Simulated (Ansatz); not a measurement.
One geometry of the cluster Hg₄O₅, several levels of theory.

```yaml
crystal:
  periodic: [false, false, false]
  atoms:
    - {symbol: Hg, position_ang: [-4.190356, -1.431413, -0.017171]}
    - {symbol: Hg, position_ang: [1.035319, 1.048401, 1.511878]}
    - {symbol: Hg, position_ang: [-0.842779, 0.582822, -2.545089]}
    - {symbol: Hg, position_ang: [-1.658021, 0.101329, 0.456302]}
    - {symbol: O, position_ang: [0.433653, -1.245780, -0.001466]}
    - {symbol: O, position_ang: [-0.873111, 1.410590, 2.005595]}
    - {symbol: O, position_ang: [2.676834, 0.302939, 0.456065]}
    - {symbol: O, position_ang: [1.105708, -1.056356, -1.060269]}
    - {symbol: O, position_ang: [2.312754, 0.287468, -0.805844]}
basis:
  gaussian: {orbitals: def2-TZVPD, initial_orbitals: start.molden}
hamiltonian: {xc: pbe, dispersion: d4}
scf: {omitted_lower_state_checks: [starts]}
output: {orbitals: {seedname: orbitals}}
```

The file start.molden holds the orbitals of an earlier run on this structure, at another level or in another basis.

```sh
$ ansatz run in.yaml --threads 4 --pin off --events-out ev --progress --plain --max-ram 4787MiB
```

Output, abridged:

```
Functional definition: PBE
2480 factors; their error is unknown
mean field evaluation 1: about -26933.3865 eV, gradient 1.7e1 eV
mean field evaluation 2: about -26933.9347 eV, gradient 6.6e-1 eV
mean field evaluation 4: about -26933.9188 eV, gradient 3.2e-1 eV
mean field evaluation 8: about -26933.9189 eV, gradient 1.1e-5 eV
mean field -26933.91886907 eV, -989.8032619724 hartree, gradient 1.1e-5 eV, S^2 0.000000; 0 other end points of the search recorded, 0 dependent functions left out
reference -26933.91893671 eV, -989.8032644581 hartree; 60, 60 occupied and 324, 324 virtual orbitals, 2480 factors
Total energy: -26934.37381444 eV, -989.8199809062 hartree
Checks for a lower state left out: starts
```

It took 14 s on 4 threads of Arm Neoverse V1 on a shared host, peak host memory 0.95 GiB.

As the first input, with `gaussian: {orbitals: def2-TZVP, initial_orbitals: start.molden}`, `hamiltonian: {xc: {name: wB97X-V}}`, `output: {forces: true, orbitals: {seedname: orbitals}}` (abridged; 51 s):

```
Functional definition: wB97X-V
the host lacks memory for fits, so the integrals are decomposed
mean field -26929.58202738 eV, -989.6438859798 hartree, gradient 1.6e-5 eV, S^2 0.000000
Total energy: -26929.58202420 eV, -989.6438858632 hartree
Atom 0 force     0.266716     0.155678     0.046207 eV/Å
Atom 1 force    -0.005472    -0.444614    -0.552350 eV/Å
Atom 2 force     0.000248    -0.147153     0.426285 eV/Å
Atom 3 force     0.870750     0.188275     0.155743 eV/Å
Atom 4 force    -0.836884     0.324820     0.838817 eV/Å
Atom 5 force     0.053947    -0.537579    -0.645855 eV/Å
Atom 6 force    -0.422504     0.240296     0.928572 eV/Å
Atom 7 force     0.955327     0.856062    -0.611033 eV/Å
Atom 8 force    -0.882128    -0.635785    -0.586386 eV/Å
Dipole moment:    -1.476732    -0.134649    -0.271154 e Å
Checks for a lower state left out: starts
```

The first input with `hamiltonian: {xc: pbe0, dispersion: d4}` (abridged; 26 s):

```
Functional definition: PBE0
mean field -26926.75627905 eV, -989.5400416443 hartree, gradient 1.4e-5 eV, S^2 0.000000
Total energy: -26927.15628469 eV, -989.5547415804 hartree
Checks for a lower state left out: starts
```

As the first input, with `gaussian: {orbitals: def2-TZVP, initial_orbitals: start.molden}`, `hamiltonian: {xc: r2scan, dispersion: d4}` (abridged; 18 s):

```
Functional definition: r2SCAN
mean field -26941.66499069 eV, -990.0879266915 hartree, gradient 1.4e-5 eV, S^2 0.000000
Total energy: -26941.77621147 eV, -990.0920139797 hartree
Checks for a lower state left out: starts
```

As the first input, with `gaussian: {orbitals: def2-SVP, initial_orbitals: start.molden}` (abridged; 4.9 s):

```
Functional definition: PBE
mean field -26920.52745250 eV, -989.3111364905 hartree, gradient 1.3e-5 eV, S^2 0.000000
Total energy: -26920.98237876 eV, -989.3278547220 hartree
Checks for a lower state left out: starts
```

Geometry: B3LYP-D4/def2-SVP.

In the def2 sets Hg takes a core potential; there is no spin–orbit coupling. The structure holds 2 bonds between oxygen atoms, so isomers without such links may lie far lower. The restricted singlet is unstable towards broken spin symmetry at other levels; at PBE-D4/def2-TZVPD, ωB97X-V/def2-TZVP, PBE0-D4/def2-TZVPD, r2SCAN-D4/def2-TZVP and others this wasn't settled. The geometry of the singlet was relaxed on an unsound state (restricted singlet, unstable towards broken spin symmetry at other levels and untested here). The order of the spin states hangs on the level: the triplet lies 0.24 eV below the singlet at PBE0-D4/def2-TZVP, but 0.03 eV above it at r2SCAN-D4/def2-TZVP. The singlet is doubtful at PBE0-D4/def2-TZVP (restricted singlet, unstable towards broken spin symmetry at other levels and untested here). The triplet is doubtful at PBE0-D4/def2-TZVP (⟨S²⟩ 2.43, where a pure state has 2.00). The singlet is doubtful at r2SCAN-D4/def2-TZVP (restricted singlet, unstable towards broken spin symmetry at other levels and untested here). The structure comes from a short search, and lower isomers may exist.
